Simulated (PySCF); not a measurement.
Broadened absorption spectrum of C2H9BBrGeP

Species: C2H9BBrGeP.
Bonds: C1–B2, B2–C3, B2–P4, P4–Ge5, Ge5–Br6. Hydrogens: H7, H8, H9 on C1; H10, H11, H12 on C3; H13 on P4; H14, H15 on Ge5.

Computed with TDDFT CAM-B3LYP/def2-SVPD, vertical, gas phase, core orbitals frozen in the response (PySCF 2.14.0, density-fitted response routines). Geometry: PBE0-D3(BJ)/def2-SVP, one conformer, isolated molecule. Relativistic effects, spin–orbit coupling among them, are left out although an element past zinc is present. Torsions of this conformer, `[CH3:1][B:2]([CH3:3])[PH:4][GeH2:5][Br:6]`: C1–B2–P4–Ge5 64°, B2–P4–Ge5–Br6 45°.

Broadening: Gaussians 0.25 eV wide at half height, area fixed by f = 4.319×10⁻⁹ ∫ε dν̃. The width is an assumption, not a result. The curve ends short of the highest state used, and states not computed would add to its high-energy end.

```tsv
E (eV)	ε (L mol⁻¹ cm⁻¹)
4.62	8
4.68	49
4.74	228
4.80	772
4.86	1896
4.92	3383
4.98	4387
5.04	4133
5.10	2829
5.16	1407
5.21	616
5.27	171
5.33	37
5.39	29
5.45	150
5.51	683
5.57	2283
5.63	5614
5.69	10250
5.75	14092
5.80	15018
5.86	13012
5.92	9115
5.98	5391
6.04	3092
6.10	2320
6.16	2319
6.22	2211
6.28	1738
6.34	1353
```

Question: Locate the maxima and give the states behind the curve.

Answer: 248 nm (5.00 eV), ε about 4500, made up of S1 (100%); 214 nm (5.79 eV), ε about 15000, made up of S2 (74%) and S3 (23%); 201 nm (6.17 eV), ε about 2300, made up of S5 (92%) (hardly more than a shoulder) (ε in L mol⁻¹ cm⁻¹; maxima over ε = 5, shares over 10%). The states used: S1 5.00 eV (f 0.041); S2 5.76 eV (f 0.108); S3 5.87 eV (f 0.042); S4 5.94 eV (f 0.0097); S5 6.19 eV (f 0.020); S6 6.39 eV (f 0.0011); S7 6.58 eV (f 0.048); S8 6.77 eV (f 0.013); S9 6.86 eV (f 0.0090); S10 6.94 eV (f 0.043).

Question: What would ε be at 5.79 eV, the highest of these maxima, with half the width (0.125 eV)?

Answer: About 23400 L mol⁻¹ cm⁻¹ against 15000, a factor of about 1.6; a lone state at its own centre would give exactly 2.

Question: Coming from long wavelengths, where does ε first pass 100 L mol⁻¹ cm⁻¹?

Answer: At about 263 nm (4.71 eV), 0.29 eV below S1.

Question: On this curve, what absorbance would a 10⁻⁵ mol/L sample give at 248 nm over a 1 cm path?

Answer: 248 nm is 4.999 eV, where ε is about 4500 L mol⁻¹ cm⁻¹, so A = ε c l ≈ 0.045 (Beer–Lambert, with the gas-phase spectrum and the assumed width).

The vertical ionisation energy (ΔSCF) is 9.23 eV, 2.29 eV above S10.
